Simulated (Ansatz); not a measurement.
**GaHCl2O (SMILES [OH][Ga]([Cl])[Cl]): methods side by side**

GaHCl2O: 5 atoms, total charge 0, spin state singlet. As SMILES, `[OH][Ga]([Cl])[Cl]`. Geometry: optimised at PBE0/def2-SVP.

Each level gives the adiabatic ionisation energy (to the doublet cation, shapes relaxed at PBE0/def2-SVP, no zero-point term) (eV). The values are calculated.

```json
{"level": "BLYP/def2-SVP", "kind": "GGA", "program": "Ansatz", "value (eV)": "10.42", "CPU time (all runs)": "16 s"}
{"level": "PBE/def2-SVP", "kind": "GGA", "program": "Ansatz", "value (eV)": "10.61", "CPU time (all runs)": "15 s"}
{"level": "r2SCAN/def2-SVP", "kind": "meta-GGA", "program": "Ansatz", "value (eV)": "10.86", "CPU time (all runs)": "39 s"}
{"level": "B3LYP/def2-SVP", "kind": "global hybrid", "program": "Ansatz", "value (eV)": "10.88", "CPU time (all runs)": "16 s"}
{"level": "PBE0-D4/def2-SVP", "kind": "global hybrid", "program": "Ansatz", "value (eV)": "10.96", "CPU time (all runs)": "17 s"}
{"level": "CAM-B3LYP/def2-SVP", "kind": "range-separated hybrid", "program": "Ansatz", "value (eV)": "11.09", "CPU time (all runs)": "20 s"}
{"level": "wB97M-V/def2-SVP", "kind": "range-separated hybrid", "program": "Ansatz", "value (eV)": "11.10", "CPU time (all runs)": "79 s"}
{"level": "MP2/def2-SVP", "kind": "perturbation theory", "program": "Ansatz", "value (eV)": "11.41", "CPU time (all runs)": "17 s"}
```

All-electron rows without a relativistic Hamiltonian named are non-relativistic. The values span 10.42 to 11.41 eV. In the correlated wave-function rows the outer d shell of Ga is correlated, in sets not made for it. Times are those of the runs behind each value, whatever else they computed, on shared processors of several kinds: orders of magnitude only.
